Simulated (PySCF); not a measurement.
## Working with the constants of NaTe

UHF-CCSD(T) constants of NaTe, ²Π (doublet), unpaired electrons π ↑ (PySCF, scalar-relativistic core potentials, basis sets Na cc-pVDZ, Te cc-pVDZ-PP with ECP28; masses 22.9898 and 129.9062 u):

```
ωe            : 231.1 cm⁻¹
ωexe          : 0.664 cm⁻¹
Be            : 0.10553 cm⁻¹
αe            : 0.000489 cm⁻¹
De to Na + Te : 1.87 eV
```

Question: What force constant and bond length do these constants imply?

Answer: Reduced mass μred = 19.533 u; k = 5.8918×10⁻⁷·μred·ωe² (u, cm⁻¹, mdyn/Å) = 0.615 mdyn/Å; Re = √(16.8576/(μred·Be)) (u, cm⁻¹, Å) = 2.860 Å.

Question: Estimate the centrifugal constant D from the Kratzer relation and find the Dunham coefficient a1.

Answer: D = 4Be³/ωe² = 8.8e-08 cm⁻¹; a1 = −1 − αeωe/(6Be²) = -2.69.

Correlated steps freeze 5 core orbitals. Correlated levels converge slowly with the basis: in double zeta they bind strong bonds too weakly, by up to about 1 eV, and carry superposition errors of some tenths. Spin–orbit coupling is left out, which matters for elements this heavy, above all for dissociation energies. The state was picked by a PBE0 search and need not be the measured ground state.
